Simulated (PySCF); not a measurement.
CH5BeN, SMILES [CH3][Be][NH2].

Geometry: B3LYP-D3(BJ)/def2-TZVP. The values are those of a single conformer.

Method: C-PCM-B3LYP/def2-SVP (PySCF).

The values are the electrostatic part of the solvation free energy, E(continuum) − E(gas) at the gas-phase geometry, in a cavity of scaled van der Waals radii (PySCF's table); cavitation and dispersion terms are not included. A continuum can't describe solvent molecules that bind to the metal. In vacuum the orbital gap is 7.11 eV. The dipole moment in vacuum is 1.26 D.

Computed values in water (ε = 78.36), chlorobenzene (ε = 5.70), chloroform (ε = 4.71):
| solvent | ε | ΔG(elec) (kcal/mol) | dipole (D) | gap (eV) |
|---|---|---|---|---|
| water | 78.36 | -3.4 | 1.52 | 7.19 |
| chlorobenzene | 5.70 | -2.8 | 1.47 | 7.18 |
| chloroform | 4.71 | -2.7 | 1.46 | 7.18 |
